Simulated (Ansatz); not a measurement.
`[GaH2][SiH]1OCS1` + H₂O → `O[SiH]1OCS1` + `[GaH3]` at 700 K and 1 bar (formal hydrolysis of the Si–Ga bond).

Program: Ansatz. Geometries: PBE0-D4/def2-TZVP. ΔE: electronic, gas phase. CCSD(T)/CBS is the MP2 limit (def2-TZVPP, def2-QZVPP) plus CCSD(T) − MP2 in def2-TZVPP, frozen cores. This one scheme is used for every species. For Ga outer-core shells are correlated without core-valence functions, which leaves a few kJ/mol of doubt a bond. Scalar relativity is left out up to krypton. One conformer a species, not always the lowest.

| species | CCSD(T)/CBS energy (Eh) | H − E (kJ/mol) | S (J/(mol·K)) |
| --- | --- | --- | --- |
| `[GaH2][SiH]1OCS1` | -2727.04435 | 230.0 | 498.3 |
| H₂O | -76.37941 | 80.5 | 218.4 |
| `O[SiH]1OCS1` | -877.76121 | 220.3 | 424.6 |
| `[GaH3]` | -1925.70545 | 80.8 | 262.3 |

H − E and S are ideal-gas, rigid-rotor, harmonic terms from PBE0-D4/def2-TZVP, for one conformer and one mirror image of each species. 1 Eh = 2625.50 kJ/mol, R = 8.31446 J/(mol·K).

Task: By hand: ΔE, ΔH, ΔS and ΔG.

Result: ΔE = (-877.76121) + (-1925.70545) − (-2727.04435) − (-76.37941) = -0.04290 Eh = -112.6 kJ/mol. Δ(H − E) = 220.3 + 80.8 − 230.0 − 80.5 = -9.4, so ΔH = -122.0 kJ/mol. ΔS = 424.6 + 262.3 − 498.3 − 218.4 = -29.8 J/(mol·K). ΔG = -122.0 − 700 × (-29.8)/1000 = -101.1 kJ/mol.

Task: By hand: the equilibrium constant, and the temperature at which ΔG would vanish if ΔH and ΔS stayed fixed.

Result: log₁₀ K = −ΔG/(RT ln 10) = 7.5. ΔG = 0 at ΔH/ΔS = 4094 K, far beyond where these terms or the molecules hold.

ΔH outweighs TΔS. A doubt of 5 kJ/mol in ΔE shifts log₁₀ K by 0.4 here. Other conformers and mirror images would add mixing entropy, several J/(mol·K) or more a flexible species. Modes under 60 cm⁻¹, often nearly free rotors, make the harmonic entropy too high. These are equilibria of isolated gas molecules and say nothing of rates. Largest T1 diagnostic: 0.013 (customary marks: 0.02 for closed shells, 0.045 for open ones).
